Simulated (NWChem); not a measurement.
All runs are NWChem calculations. System: C2HF2, charge 0, spin multiplicity 2, displaced from the optimised geometry. The structure started from a generated list of species. Its SCF solution wasn't tested for a lower state. Level: UBLYP/def2-SVP.

Job file:

```
start mol
memory heap 200 mb stack 900 mb global 1100 mb
geometry units angstroms nocenter noautoz noautosym
  C      0.598286    -1.330597     0.000000
  C      0.068204    -0.101401     0.000000
  F      0.777691     1.041619     0.000000
  F     -1.254503     0.178877     0.000000
  H      0.292369    -2.392470     0.000000
end
basis spherical
  * library def2-svp
end
dft
  xc becke88 lyp
  odft
  mult 2
  semidirect memsize 60000000 filesize 0
  iterations 100
end
task dft gradient
```

Part of the output:

```
             Northwest Computational Chemistry Package (NWChem) 7.3.0
             --------------------------------------------------------

                                NWChem Input Module
                                -------------------

 Scaling coordinates for geometry "geometry" by  1.889725989
 (inverse scale =  0.529177249)

                             Geometry "geometry" -> ""
                             -------------------------

 Output coordinates in angstroms (scale by  1.889725989 to convert to a.u.)

  No.       Tag          Charge          X              Y              Z
 ---- ---------------- ---------- -------------- -------------- --------------
    1 C                    6.0000     0.59828600    -1.33059700     0.00000000
    2 C                    6.0000     0.06820400    -0.10140100     0.00000000
    3 F                    9.0000     0.77769100     1.04161900     0.00000000
    4 F                    9.0000    -1.25450300     0.17887700     0.00000000
    5 H                    1.0000     0.29236900    -2.39247000     0.00000000

 Effective nuclear repulsion energy (a.u.)     107.2032959149

            Nuclear Dipole moment (a.u.)
            ----------------------------
        X                 Y               Z
 ---------------- ---------------- ----------------
     0.0000018897     0.0000113384     0.0000000000


 Summary of "ao basis" -> "" (spherical)
 ------------------------------------------------------------------------------
       Tag                 Description            Shells   Functions and Types
 ---------------- ------------------------------  ------  ---------------------
 *                          def2-svp                  on all atoms

                                 NWChem DFT Module
                                 -----------------

 Summary of "ao basis" -> "ao basis" (spherical)
 ------------------------------------------------------------------------------
       Tag                 Description            Shells   Functions and Types
 ---------------- ------------------------------  ------  ---------------------
 C                          def2-svp                 6       14   3s2p1d
 F                          def2-svp                 6       14   3s2p1d
 H                          def2-svp                 3        5   2s1p

 Summary of "ao basis" -> "ao basis" (spherical)
 ------------------------------------------------------------------------------
       Tag                 Description            Shells   Functions and Types
 ---------------- ------------------------------  ------  ---------------------
 C                          def2-svp                 6       14   3s2p1d
 F                          def2-svp                 6       14   3s2p1d
 H                          def2-svp                 3        5   2s1p

            General Information
            -------------------
          SCF calculation type: DFT
          Wavefunction type:  spin polarized.
          No. of atoms     :     5
          No. of electrons :    31
           Alpha electrons :    16
            Beta electrons :    15
          Charge           :     0
          Spin multiplicity:     2
          Use of symmetry is: off; symmetry adaption is: off
          Maximum number of iterations: 100
          AO basis - number of functions:    61
                     number of shells:    27
          Convergence on energy requested:  1.00D-06
          Convergence on density requested:  1.00D-05
          Convergence on gradient requested:  5.00D-04
[...]
 overlap   0.818  0.818  1.000  1.000  1.000  1.000  0.996  0.995  0.999  0.997

   alpha     11     12     13     14     15     16     17     18     19     20
    beta     11     12     13     14     16     15     17     18     19     20
 overlap   1.000  0.999  1.000  0.998  0.991  0.997  0.997  0.997  0.998  0.997

   alpha     21     22     23     24     25     26     27     28     29     30
    beta     21     22     24     23     25     26     27     28     29     30
 overlap   0.998  0.982  0.885  0.994  0.989  0.904  0.994  0.998  0.995  0.995

   alpha     31     32     33     34     35     36     37     38     39     40
    beta     31     32     33     34     35     36     37     38     39     40
 overlap   1.000  1.000  1.000  1.000  0.995  0.994  0.995  0.983  0.992  0.959

   alpha     41     42     43     44     45     46     47     48     49     50
    beta     41     42     43     44     45     46     47     48     49     50
 overlap   0.999  0.972  0.995  1.000  0.997  0.997  0.993  0.995  1.000  0.998

   alpha     51     52     53     54     55     56     57     58     59     60
    beta     51     52     53     54     55     56     57     58     59     60
 overlap   0.999  0.994  0.994  1.000  0.999  0.999  1.000  1.000  1.000  1.000

   alpha     61
    beta     61
 overlap   1.000

     --------------------------
     Expectation value of S2:
     --------------------------
      <S2> =      0.7567 (Exact =     0.7500)

 center of mass
 --------------
 x =  -0.02297883 y =   0.10774559 z =   0.00000000

 moments of inertia (a.u.)
 ------------------
         171.960017776400          -2.961587370694           0.000000000000
          -2.961587370694         163.617461013241           0.000000000000
           0.000000000000           0.000000000000         335.577478789641

     Multipole analysis of the density
     ---------------------------------

     L   x y z        total         alpha         beta         nuclear
     -   - - -        -----         -----         ----         -------
     0   0 0 0     -0.000000    -16.000000    -15.000000     31.000000

     1   1 0 0     -0.056389     -0.778459      0.722068      0.000002
     1   0 1 0     -0.427025      0.996228     -1.423264      0.000011
     1   0 0 1      0.000000      0.000000     -0.000000      0.000000

     2   2 0 0    -16.805784    -49.706491    -45.192387     78.093094
     2   1 1 0      0.077116      2.408236     -1.450706     -0.880415
     2   1 0 1     -0.000000      0.000000     -0.000000      0.000000
     2   0 2 0    -13.946946    -57.654639    -50.787097     94.494790
     2   0 1 1      0.000000     -0.000000      0.000000      0.000000
     2   0 0 2    -15.965836     -8.339350     -7.626486      0.000000

            General Information
            -------------------
          SCF calculation type: DFT
          Wavefunction type:  spin polarized.
          No. of atoms     :     5
          No. of electrons :    31
           Alpha electrons :    16
            Beta electrons :    15
          Charge           :     0
          Spin multiplicity:     2
          Use of symmetry is: off; symmetry adaption is: off
          Maximum number of iterations: 100
          AO basis - number of functions:    61
                     number of shells:    27
          Convergence on energy requested:  1.00D-06
          Convergence on density requested:  1.00D-05
          Convergence on gradient requested:  5.00D-04

              XC Information
              --------------
                    Becke 1988 Exchange Functional  1.000
              Lee-Yang-Parr Correlation Functional  1.000

             Grid Information
             ----------------
          Grid used for XC integration:  medium
          Radial quadrature: Mura-Knowles
          Angular quadrature: Lebedev.
          Tag              B.-S. Rad. Rad. Pts. Rad. Cut. Ang. Pts.
          ---              ---------- --------- --------- ---------
          C                   0.70       49           8.0       434
          F                   0.50       49          10.0       434
          H                   0.35       45           8.0       434
          Grid pruning is: on
          Number of quadrature shells:   241
          Spatial weights used:  Erf1

          Convergence Information
          -----------------------
          Convergence aids based upon iterative change in
          total energy or number of iterations.
          Levelshifting, if invoked, occurs when the
          HOMO/LUMO gap drops below (HL_TOL):  1.00D-02
          DIIS, if invoked, will attempt to extrapolate
          using up to (NFOCK): 10 stored Fock matrices.

                    Damping( 0%)  Levelshifting(0.5)       DIIS
                  --------------- ------------------- ---------------
          dE  on:    start            ASAP                start
          dE off:    2 iters        100 iters           100 iters

      Screening Tolerance Information
      -------------------------------
          Density screening/tol_rho:  1.00D-10
          AO Gaussian exp screening on grid/accAOfunc:  14
          CD Gaussian exp screening on grid/accCDfunc:  20
          XC Gaussian exp screening on grid/accXCfunc:  20
          Schwarz screening/accCoul:  1.00D-08

                            NWChem DFT Gradient Module
                            --------------------------

  charge          =   0.00
  wavefunction    = open shell

                         DFT ENERGY GRADIENTS

    atom               coordinates                        gradient
                 x          y          z           x          y          z
   1 C       1.130597  -2.514464   0.000000    0.010232  -0.009423  -0.000000
   2 C       0.128887  -0.191620   0.000000   -0.004720   0.009106   0.000000
   3 F       1.469623   1.968374   0.000000    0.005024   0.008292   0.000000
   4 F      -2.370667   0.338029   0.000000   -0.007983   0.001499   0.000000
   5 H       0.552497  -4.521113   0.000000   -0.002554  -0.009474   0.000000

                 ----------------------------------------
                 |  Time  |  1-e(secs)   |  2-e(secs)   |
                 ----------------------------------------
                 |  CPU   |       0.00   |       0.49   |
                 ----------------------------------------
                 |  WALL  |       0.00   |       0.49   |
                 ----------------------------------------

 Task  times  cpu:        3.2s     wall:        3.2s

 Total times  cpu:        3.3s     wall:        3.3s
```
